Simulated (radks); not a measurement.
Problem. These are the eigenvalues of the occupied orbitals of an atom or ion with whole-number occupations (eV). Calculated with a radial shooting solver on a logarithmic mesh with Libxc functionals: scalar-relativistic Kohn-Sham, LB94 model potential, spin-polarised, spherical densities, finite nucleus; Fermi nuclear charge, rms radius of each element as measured or else 0.836 A^(1/3) + 0.57 fm.

1s: -1885.626
2s: -206.5009
2p: -163.3393

Which element is it, and in what charge state? The configuration may be excited. Open shells, if any, are filled with parallel spins first.

Solution. Z = 14, silicon, charge +4: Si4+ in [Ne]. The list shows which subshells hold electrons but not how many an open one holds; the 1s level, -69.295 hartree, gives Z - s = 11.8 by -(Z - s)^2/2, which with screening and relativity narrows Z to a few neighbours, and the depths of the outer levels then fix element, charge and occupations together.
